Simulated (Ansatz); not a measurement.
`F[CH]([SiH3])[GaH2]` + `O[SiH3]` → `[SiH3][O][GaH2]` + `FC[SiH3]` at 700 K and 1 bar (ligand exchange at a Ga–C bond).

Gas-phase electronic energies from Ansatz, PBE0-D4/def2-TZVP geometries. CCSD(T)/CBS adds triple-zeta CCSD(T) − MP2 to the extrapolated MP2 energy (def2 sets, frozen cores). For Ga outer-core shells are correlated without core-valence functions, which leaves a few kJ/mol of doubt a bond. Scalar relativity is left out up to krypton.

| species | CCSD(T)/CBS energy (Eh) | H − E (kJ/mol) | S (J/(mol·K)) |
| --- | --- | --- | --- |
| `F[CH]([SiH3])[GaH2]` | -2354.42561 | 229.1 | 476.6 |
| `O[SiH3]` | -366.69042 | 144.6 | 321.6 |
| `[SiH3][O][GaH2]` | -2291.24790 | 176.8 | 427.2 |
| `FC[SiH3]` | -429.90570 | 197.7 | 370.6 |

H − E and S are ideal-gas, rigid-rotor, harmonic terms from PBE0-D4/def2-TZVP, for one conformer and one mirror image of each species. 1 Eh = 2625.50 kJ/mol, R = 8.31446 J/(mol·K).

**Question.** By hand: ΔE, ΔH, ΔS and ΔG.

**Answer.** ΔE = (-2291.24790) + (-429.90570) − (-2354.42561) − (-366.69042) = -0.03757 Eh = -98.6 kJ/mol. Δ(H − E) = 176.8 + 197.7 − 229.1 − 144.6 = 0.8, so ΔH = -97.8 kJ/mol. ΔS = 427.2 + 370.6 − 476.6 − 321.6 = -0.4 J/(mol·K). ΔG = -97.8 − 700 × (-0.4)/1000 = -97.5 kJ/mol.

**Question.** By hand: the equilibrium constant, and the temperature at which ΔG would vanish if ΔH and ΔS stayed fixed.

**Answer.** log₁₀ K = −ΔG/(RT ln 10) = 7.3. ΔG = 0 at ΔH/ΔS = 244500 K, far beyond where these terms or the molecules hold.

The number of gas molecules stays the same, so ΔS is small and ΔH decides. A doubt of 5 kJ/mol in ΔE shifts log₁₀ K by 0.4 here. Other conformers and mirror images would add mixing entropy, several J/(mol·K) or more a flexible species. These are equilibria of isolated gas molecules and say nothing of rates. Largest T1 diagnostic: 0.014 (customary marks: 0.02 for closed shells, 0.045 for open ones).
